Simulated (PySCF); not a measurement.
# Stretching HoI

Set-up: basis Ho x2c-SVPall, I x2c-SVPall; spin-free X2C with a Gaussian nucleus; PySCF 2.14. Energies in eV from Ho (4f11 6s2) + I in their ground configurations at the same level. State: quintet, about 10.9 electrons in the 4f shell (Mulliken), real f orbitals that mix terms.

| R (Å) | PBE | M06-2X |
| --- | --- | --- |
| 2.495 | -2.475 | -1.869 |
| 2.611 | -2.900 | -2.371 |
| 2.727 | -3.116 | -2.647 |
| 2.814 | -3.182 | -2.748 |
| 2.901 | -3.189 | -2.782 |
| 2.988 | -3.151 | -2.766 |
| 3.104 | -3.053 | -2.688 |
| 3.249 | -2.880 | -2.531 |
| 3.423 | -2.635 | -2.295 |
| 3.655 | -2.291 | -1.947 |

Question: Put a parabola through the three lowest points of the PBE curve and estimate Re, k and ωe (reduced mass 71.72 u; 1 eV/Å² = 0.16022 mdyn/Å; ωe = 1302.8·√(k/μ) cm⁻¹).

Answer: Through R = 2.814, 2.901, 2.988 Å the second-order coefficient is 2.97 eV/Å², so Re ≈ 2.871 Å, k ≈ 0.953 mdyn/Å and ωe ≈ 150 cm⁻¹. A polynomial fit of higher order to the unrounded PBE energies gives Re = 2.868 Å, k = 1.04 mdyn/Å, ωe = 157 cm⁻¹; anharmonicity and rounding make the difference.

The higher-order fit for each curve: PBE: Re = 2.868 Å, ωe = 157 cm⁻¹, De = 3.19 eV; M06-2X: Re = 2.913 Å, ωe = 155 cm⁻¹, De = 2.78 eV.

These are scalar-relativistic numbers at best; spin–orbit coupling would shift them, the dissociation energy most. Counting both spins, an empty level lies below a filled one in some of these solutions, because spin and occupation are held. With d or f electrons several states lie close, and the lowest PBE0 determinant need not be the measured ground state.
